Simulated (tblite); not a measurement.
Compound: C5H2ClFO2.
Bonds: O1–C2 (double), C2–Cl3, C2–C4, C4–C5 (aromatic), C5–C6 (aromatic), C6–C7 (aromatic), C7–F8, C7–O9 (aromatic), C4–O9 (aromatic). Hydrogens: H10 on C5; H11 on C6.

Computed with GFN2-xTB (tblite), gas phase: L-BFGS steps from a force-field or distance-geometry start until the largest atomic force falls under 0.01 eV/Å.

Step 5: E = -792.4827 eV
```
atom  x, y, z in Å  |  force x, y, z in eV/Å
O1      2.7524   -0.6316    0.6223   -0.113  -0.070   0.003
C2      2.0180    0.2268    0.2423    0.024   0.131  -0.032
Cl3     2.6591    1.8236   -0.1481   -0.141   0.018  -0.030
C4      0.5865    0.1157    0.0527    0.053  -0.081   0.030
C5     -0.1977   -0.9994    0.2769   -0.030   0.020  -0.007
C6     -1.5151   -0.6365   -0.0426    0.038   0.070  -0.019
C7     -1.4266    0.6667   -0.4335    0.021  -0.045   0.017
F8     -2.3983    1.4584   -0.8277    0.053   0.257  -0.079
O9     -0.1923    1.1438   -0.3895    0.083  -0.045   0.036
H10     0.1290   -1.9534    0.6284    0.130  -0.048   0.028
H11    -2.4095   -1.2114   -0.0071   -0.119  -0.206   0.053
```

Step 6: E = -792.4889 eV
```
atom  x, y, z in Å  |  force x, y, z in eV/Å
O1      2.7464   -0.6312    0.6210    0.017  -0.146   0.050
C2      2.0164    0.2299    0.2418   -0.028   0.105  -0.041
Cl3     2.6512    1.8216   -0.1490   -0.081   0.105  -0.045
C4      0.5875    0.1163    0.0530   -0.053  -0.166   0.039
C5     -0.1961   -1.0003    0.2769   -0.121   0.091  -0.037
C6     -1.5172   -0.6400   -0.0417    0.091   0.162  -0.042
C7     -1.4263    0.6659   -0.4330    0.043  -0.084   0.030
F8     -2.3879    1.4700   -0.8302    0.042   0.180  -0.055
O9     -0.1900    1.1418   -0.3885   -0.021  -0.027   0.017
H10     0.1337   -1.9520    0.6284    0.134  -0.090   0.041
H11    -2.4123   -1.2193   -0.0046   -0.021  -0.129   0.044
```

Step 7: E = -792.4935 eV
```
atom  x, y, z in Å  |  force x, y, z in eV/Å
O1      2.7401   -0.6324    0.6202    0.079  -0.104   0.050
C2      2.0148    0.2336    0.2410   -0.050  -0.023  -0.013
Cl3     2.6415    1.8217   -0.1507   -0.030   0.150  -0.049
C4      0.5870    0.1142    0.0537   -0.053  -0.091   0.016
C5     -0.1958   -1.0003    0.2766   -0.164  -0.043   0.003
C6     -1.5196   -0.6423   -0.0414    0.064   0.178  -0.052
C7     -1.4255    0.6652   -0.4325   -0.008  -0.055   0.012
F8     -2.3751    1.4847   -0.8333    0.042   0.070  -0.020
O9     -0.1886    1.1392   -0.3871   -0.051  -0.014   0.008
H10     0.1407   -1.9516    0.6289    0.086  -0.039   0.017
H11    -2.4142   -1.2291   -0.0013    0.086  -0.028   0.028
```

Task: Estimate the geometry and energy of step 8. (The exact step hangs on the optimiser's Hessian estimate; all steps are aligned on step 7, rigid shifts and turns removed.)

Result: E = -792.4956 eV, largest force 0.128 eV/Å
```
atom  x, y, z in Å  |  force x, y, z in eV/Å
O1      2.7375   -0.6339    0.6202    0.073  -0.028   0.026
C2      2.0137    0.2343    0.2407   -0.031  -0.094   0.010
Cl3     2.6359    1.8240   -0.1524   -0.019   0.121  -0.038
C4      0.5862    0.1122    0.0543   -0.073  -0.084   0.013
C5     -0.1978   -1.0021    0.2769   -0.097  -0.007   0.001
C6     -1.5207   -0.6415   -0.0419   -0.002   0.050  -0.020
C7     -1.4255    0.6648   -0.4323   -0.013   0.044  -0.019
F8     -2.3677    1.4933   -0.8352    0.031   0.014  -0.003
O9     -0.1883    1.1376   -0.3862   -0.036  -0.018   0.009
H10     0.1456   -1.9516    0.6292    0.045  -0.030   0.008
H11    -2.4135   -1.2345    0.0008    0.123   0.031   0.014
```

The energy changes by -0.0022 eV. The first-order estimate −F·Δx gives -0.0030 eV and the mean of the old and new forces, exact on a quadratic surface, -0.0022 eV. The step makes an angle of 62° with the force vector and moves no atom by more than 0.012 Å.

What follows is the cost of the whole relaxation. The run took 0.13 s of wall time on one thread of an Arm Neoverse V2, no GPU, shared host with 48 logical CPUs at a one-minute load of 36.
